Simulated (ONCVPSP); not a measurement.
## chlorine, ONCV: configuration errors across variants

- Element: chlorine
- Generator: ONCVPSP 4.0.1
- Type: optimised norm-conserving Vanderbilt (ONCV)
- Functional: PBE
- Relativity: scalar-relativistic
- Frozen core: [Ne]
- Valence charge: 7
- Reference configuration: 3s1.75 3p5.25
- Partial waves: 3s: rc 1.40 bohr, ncon 4, nbas 8, qcut 4.2 1/bohr, 2 projectors, debl 0.4 Ha; 3p: rc 1.25 bohr, ncon 3, nbas 6, qcut 7.5 1/bohr, 2 projectors, debl 2.6 Ha; d scattering state at 0.32 Ha: rc 1.15 bohr, ncon 4, nbas 7, qcut 9.8 1/bohr, 2 projectors, debl 3.4 Ha
- Local potential: polynomial inside 1.00 bohr (lpopt 1, dvloc0 0 Ha)
- Core correction: polynomial model core, fcfact 0.4

In the s channel the program set the typed energies aside and used -0.767, 0.250 Ha.

All-electron excitation energies from the reference (eV): (1) 3s2 3p5 -3.028; (2) 3s2 3p4 10.847; (3) 3s2 3p3 36.294; (4) 3s2 3p4.5 2.555.

3 further variants failed, have other tests or another functional or relativity, and are left out.

A true bound ghost makes a file unfit for plane-wave use even where its test errors are small: the radial tests pick states by their node count and pass the ghost by.

Errors AE − PS in meV (a dash: test not solved or not reliable):

| change | (1) | (2) | (3) | (4) | bound ghosts | GHOST(+) flags above zero |
| --- | --- | --- | --- | --- | --- | --- |
| base | -0.3 | +1.0 | +16 | -0.4 | none | none |
| p: rc 1.08 | -0.6 | -1.0 | +10 | -1.4 | none | p |
| local potential polynomial inside 1.00 bohr (lpopt 1, dvloc0 8 Ha) | -0.3 | +1.0 | +16 | -0.4 | none | none |
| s: nproj 1 | -0.3 | +2.2 | +26 | -0.3 | none | none |
| s: qcut 3.5 | -0.5 | +1.3 | +18 | -0.5 | none | s |
| core correction Teter function, fcfact 2.25, rcfact 1.3 | -0.3 | +0.5 | +12 | -0.4 | none | none |
| s: rc 1.72 | -1.4 | +3.0 | +30 | -0.6 | none | s |

Task: Give the same row for: all radii but the core radius scaled by about 0.80 (s 1.12, p 1.00, d 0.92 bohr); local potential polynomial inside 0.80 bohr (lpopt 1, dvloc0 0 Ha).

Result: -0.5, -3.6, +0.4, -2.3; bound ghosts: p; GHOST(+) flags above zero: s, p.
